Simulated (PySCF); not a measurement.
**Löwdin shares of the frontier orbitals**

Compound: CH₉ClOSi₃.
Numbering: `[SiH3:1][CH2:2][Si@H:3]([Cl:4])[O:5][SiH3:6]` (hydrogens: H7, H8, H9 on Si1; H10, H11 on C2; H12 on Si3; H13, H14, H15 on Si6)

Geometry (GFN2-xTB, Å), atoms numbered from 1 in this order:
```xyz
15
CH9ClOSi3 angstrom
Si     1.8273   -1.1399    0.2448
C      1.4296    0.7127    0.0953
Si    -0.1288    1.0911   -0.9065
Cl    -0.6057    3.0422   -0.7477
O     -1.3743    0.2311   -0.3446
Si    -2.4327   -0.4184    0.7020
H      2.0782   -1.6960   -1.0867
H      3.0357   -1.2848    1.0643
H      0.7207   -1.8546    0.8826
H      1.3250    1.1282    1.0993
H      2.2782    1.2274   -0.3556
H     -0.0546    0.7348   -2.3159
H     -1.7913   -0.4892    2.0150
H     -2.7131   -1.7374    0.1431
H     -3.5986    0.4606    0.7190
```

Computed with PySCF 2.14.0, density-fitted response routines, TDDFT B3LYP/def2-SVPD, vertical, gas phase, core orbitals frozen in the response.

Kohn–Sham orbitals with the atoms that hold most of them (Löwdin shares over 4%, at most four atoms; ? is withheld):

```json
{"orbital": "HOMO-3", "ε (eV)": "-9.13", "atoms": "Cl4 60%, Si3 11%, H12 6%, Si6 5%"}
{"orbital": "HOMO-2", "ε (eV)": "-8.89", "atoms": "O5 22%, Cl4 21%, Si6 14%, H13 11%"}
{"orbital": "HOMO-1", "ε (eV)": "-8.68", "atoms": "O5 34%, Cl4 24%, Si6 15%, H15 12%"}
{"orbital": "HOMO", "ε (eV)": "-8.20", "atoms": "?"}
{"orbital": "LUMO", "ε (eV)": "-0.28", "atoms": "?"}
{"orbital": "LUMO+1", "ε (eV)": "0.15", "atoms": "Si1 18%, Si3 12%, Cl4 10%, Si6 10%"}
{"orbital": "LUMO+2", "ε (eV)": "0.27", "atoms": "Si1 21%, Cl4 17%, Si3 12%, H8 9%"}
```

Q: Which atoms hold the HOMO, and with what shares?

A: C2 (bonded to 2 Si and 2 H) 22%; Cl4 (bonded to Si) 22%; Si3 (bonded to C, Cl, O and H) 14%; O5 (bonded to 2 Si) 12%.

Q: Which atoms hold the LUMO, and with what shares?

A: Si6 (bonded to O and 3 H) 28%; Si1 (bonded to C and 3 H) 10%; H13 (bonded to Si) 9%; Si3 (bonded to C, Cl, O and H) 9%. By element: silicon 46%, hydrogen 9% or more.

Q: The HOMO–LUMO gap is 7.92 eV. Where does the response calculation put the lowest singlet, and from which orbitals?

A: S1 is at 7.05 eV (f = 0.0012), 0.87 eV below the gap, made of HOMO→LUMO (93%). 

Q: One configuration dominates each of S1, S2, S3, S5 and S7. Which, and how do the shares of the two leading atoms of either orbital change from the occupied to the empty one?

A: 
- S1 (7.05 eV, f 0.0012), HOMO→LUMO (93%): C2 22% → at most 9%, Cl4 22% → at most 9%, Si6 at most 13% → 28%, Si1 at most 13% → 10%
- S2 (7.38 eV, f 0.0004), HOMO-1→LUMO (91%): O5 34% → at most 9%, Cl4 24% → at most 9%, Si6 15% → 28%, Si1 at most 12% → 10%
- S3 (7.47 eV, f 0.071), HOMO→LUMO+1 (84%): C2 22% → at most 10%, Cl4 22% → 10%, Si1 at most 13% → 18%, Si3 14% → 12%
- S5 (7.70 eV, f 0.0037), HOMO-2→LUMO (74%): O5 22% → at most 9%, Cl4 21% → at most 9%, Si6 14% → 28%, Si1 at most 11% → 10%
- S7 (8.04 eV, f 0.020), HOMO-1→LUMO+1 (73%): O5 34% → at most 10%, Cl4 24% → 10%, Si1 at most 12% → 18%, Si3 at most 12% → 12%

One conformer stands for the species.
